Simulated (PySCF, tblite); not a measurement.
Isomers of C7H14. Computed with GFN2-xTB (tblite): harmonic, unscaled wavenumbers at the GFN2-xTB geometry, gas phase. Against measured fundamentals such values can be off by several per cent, at times by over 20. One conformer each.

Electronic energies: PBE0-D3(BJ)/def2-SVP at its own geometries (PySCF, gas phase).

| SMILES | electronic energy, lowest = 0 (kJ/mol) |
| --- | --- |
| CCCC1CCC1 | 5.4 |
| CCCCC1CC1 | 16.5 |
| CC(C)C1CCC1 | 0.0 |

Q: How do GFN2-xTB zero-point energies change the relative energies?

A: 
```json
{"SMILES": "CC(C)C1CCC1", "ZPE (kJ/mol)": "508.6", "of it from modes above 1550 cm⁻¹": "252.0", "electronic (kJ/mol)": "0.0", "with ZPE, lowest = 0 (kJ/mol)": "0.0", "lowest mode (cm⁻¹)": "92", "rings": "1"}
{"SMILES": "CCCC1CCC1", "ZPE (kJ/mol)": "509.4", "of it from modes above 1550 cm⁻¹": "251.1", "electronic (kJ/mol)": "5.4", "with ZPE, lowest = 0 (kJ/mol)": "6.2", "lowest mode (cm⁻¹)": "69", "rings": "1"}
{"SMILES": "CCCCC1CC1", "ZPE (kJ/mol)": "506.6", "of it from modes above 1550 cm⁻¹": "253.2", "electronic (kJ/mol)": "16.5", "with ZPE, lowest = 0 (kJ/mol)": "14.5", "lowest mode (cm⁻¹)": "60", "rings": "1"}
```

The zero-point energies span 2.8 kJ/mol, from `CCCCC1CC1` to `CCCC1CCC1`. The order is unchanged.

Q: And how do the electronic energies of GFN2-xTB itself compare?

A: `CC(C)C1CCC1` 0.0; `CCCC1CCC1` 6.0; `CCCCC1CC1` 36.6 kJ/mol, lowest = 0. Against the energies above, taken from the same isomer `CC(C)C1CCC1`, the largest difference is 20.1 kJ/mol. The two levels were optimised apart and needn't hold the same conformer.

Q: What do entropy and thermal enthalpy add at 298.15 K and 1 bar (rigid rotor, harmonic oscillator, one conformer each)?

A: 
| SMILES | point group | symmetry number | S (J/(mol K)) | H − H(0) (kJ/mol) | ZPE + H − H(0) − TS (kJ/mol) |
| --- | --- | --- | --- | --- | --- |
| CC(C)C1CCC1 | Cs | 1 | 365.1 | 23.95 | 423.7 |
| CCCC1CCC1 | C1 | 1 | 371.2 | 23.93 | 422.7 |
| CCCCC1CC1 | C1 | 1 | 379.8 | 24.99 | 418.3 |
